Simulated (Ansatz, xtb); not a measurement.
C3H8BNSi: 4 structures ranked

4 gas-phase structures of C3H8BNSi, from a drawn sample of its isomers (lower ones may exist). Each was relaxed with GFN2-xTB; where two conformers were screened, the lower at r2SCAN-D4/def2-SVP is listed:

A. `C#C[C@H]([SiH3])BN`, a singlet
B. `CNBC#C[SiH3]`, a singlet
C. `CC#CB[SiH2]N`, a singlet
D. `C#CB(N)C[SiH3]`, a singlet

Q: Which do you expect lowest at r2SCAN-D4/def2-SVP, and how would the others follow?

A: Calculated order at r2SCAN-D4/def2-SVP: D (0.0), B (8.5), A (14.5), C (35.0) kcal/mol.

Energies above the lowest of each column, in kcal/mol; the last columns are at PBE0-D3(BJ)/def2-SVP geometries and were run for some of them only (a dash: not run or not comparable):

```csv
structure,GFN2-xTB,HF/STO-3G,r2SCAN-D4/def2-SVP,PBE0-D3(BJ)/def2-SVP,CCSD(T)/def2-SVP + ΔMP2/def2-TZVPP
D,10.6,1.9,0.0,0.0,0.0
B,0.0,0.0,8.5,8.9,9.4
A,8.5,16.7,14.5,12.9,14.0
C,18.9,40.8,35.0,–,–
```

CCSD(T)/def2-SVP + ΔMP2/def2-TZVPP puts D lowest of those it was run on; GFN2-xTB picks B, HF/STO-3G picks B. Flexible structures stand in one conformer each, not always the lowest. Frequencies (GFN2-xTB) were run for A, B, D alone. ΔMP2 is the change of the MP2 energy from the smaller to the larger basis.

Over these structures GFN2-xTB departs from r2SCAN-D4/def2-SVP by 7.8 kcal/mol on average once a common shift is removed. A GFN2-xTB relaxation took about 0.25 s and the r2SCAN-D4/def2-SVP energy about 2.2 s on a shared host (Ansatz 0.2.0, xtb 6.7.1).
